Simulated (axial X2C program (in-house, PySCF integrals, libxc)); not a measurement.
Outer orbitals of VSi⁺ at 2.382 Å, PBE0

Computed with an in-house all-electron X2C program for linear molecules (integrals from PySCF). Spin-free means the one-electron spin-free X2C Hamiltonian; two-component (2c) means X2C with spin–orbit coupling and atomic mean-field two-electron Coulomb and Gaunt terms, so the difference of the two also holds small scalar two-electron terms. Basis: V dyall-cv3z [10s10p6d4f2g], Si dyall-v3z [8s7p2d1f] (cores contracted in-house); Gaussian nuclei, density fitting, unrestricted open shells. Masses: V 50.944 u, Si 27.977 u.

The distance is close to the 2c PBE0 minimum; the highest filled and lowest empty levels are listed.

Spin-free orbitals, state M_S = 3, Λ = 0 (beyond evenly filled blocks: 2 × σα, π+α, π-α, δ+α, δ-α) (Löwdin shares):

| symmetry | occupied | ε (eV) | atomic character |
| --- | --- | --- | --- |
| σα | yes | -19.05 | 65% Si s, 12% V p, 11% V d |
| σβ | yes | -16.53 | 68% Si s, 12% V p, 9% V d |
| σα | yes | -13.15 | 54% V d, 36% Si p, 6% Si s |
| δ-α | yes | -11.83 | 100% V d |
| δ+α | yes | -11.83 | 100% V d |
| π-α | yes | -11.70 | 46% Si p, 44% V d, 6% V p |
| π+α | yes | -11.70 | 46% Si p, 44% V d, 6% V p |
| σα | yes | -11.51 | 35% Si p, 33% V d, 29% V s |
| σβ | no | -8.30 | 67% Si p, 17% V s, 9% V d |
| π+α | no | -7.98 | 56% V d, 32% Si p, 7% V p |
| π-α | no | -7.98 | 56% V d, 32% Si p, 7% V p |
| π-β | no | -7.76 | 65% Si p, 24% V d, 7% V p |
| π+β | no | -7.76 | 65% Si p, 24% V d, 7% V p |

Spinors with spin–orbit coupling (state Ω = 3):

```csv
ω,occupied,ε (eV),atomic character,λ mixture
1/2,yes,-19.05,"65% Si s, 12% V p, 11% V d",100% σ
-1/2,yes,-16.53,"68% Si s, 12% V p, 9% V d",100% σ
1/2,yes,-13.15,"54% V d, 36% Si p, 6% Si s",100% σ
-3/2,yes,-11.85,100% V d,100% δ
5/2,yes,-11.81,100% V d,100% δ
-1/2,yes,-11.71,"46% Si p, 44% V d, 6% V p",100% π
3/2,yes,-11.69,"46% Si p, 44% V d, 6% V p",100% π
1/2,yes,-11.51,"35% Si p, 33% V d, 29% V s",100% σ
-1/2,no,-8.30,"67% Si p, 17% V s, 9% V d",100% σ
-1/2,no,-7.99,"56% V d, 31% Si p, 7% V p",100% π
3/2,no,-7.98,"56% V d, 32% Si p, 7% V p",100% π
1/2,no,-7.77,"66% Si p, 24% V d, 7% V p",100% π
```

Mulliken charges and populations of the two-component result (they depend on the basis, above all on diffuse functions):

V 0.63 e (s 6.45 p 12.15 d 3.75 f 0.02), Si 0.37 e (s 5.88 p 7.70 d 0.04 f 0.01). ⟨Lz⟩ = 0.00 ħ and ⟨Sz⟩ = 3.00 ħ (2.12 and 0.88 on the two atoms), which add up to Ω.

The state is a single determinant with fixed occupations, the lowest that a limited PBE0 search found. Density functionals use the spin component along the axis (collinear). PBE0 can misorder states that lie within some tenths of an eV, so this need not be the ground state of the molecule. The nearest other spin-free determinant of the search, M_S = 2, Λ = 0, lies 0.37 eV up at the distance of the search. With several unpaired electrons one determinant need not be a pure state. Open-shell Ω = 0 determinants with evenly filled partner blocks cannot be reached by this program, so the Ω shown need not be the lowest component.
